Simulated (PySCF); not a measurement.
Ionisation energy along the 11-electron series

Calculated with PySCF 2.14 and a two-component X2C-1e Hamiltonian (Gaussian nucleus, no Breit or QED terms), each ion in its own even-tempered basis scaled to its charge; GMP2 freezes 1s2 and drops the highest virtual spinors. Values in eV. NIST values: (m) measured, (s) semi-empirical, (t) theoretical.

| ion | configuration | GHF (spin-free) | GMP2 (spin-free) | GHF (screened spin-orbit) | GMP2 (screened spin-orbit) | NIST |
| --- | --- | --- | --- | --- | --- | --- |
| Ru³³⁺ | [Ne] 3s1 | 2012.7 | 2013.4 | 2012.7 | 2013.4 | 2013.04 ± 0.06 (s) |
| Rh³⁴⁺ | [Ne] 3s1 | 2128.9 | 2129.6 | 2128.9 | 2129.6 | 2129.22 ± 0.07 (s) |
| Pd³⁵⁺ | [Ne] 3s1 | 2248.7 | 2249.3 | 2248.6 | 2249.3 | 2248.87 ± 0.07 (s) |

Between Z = 44 and Z = 46 the GMP2 (screened spin-orbit) value grows as Z to the power 2.49.
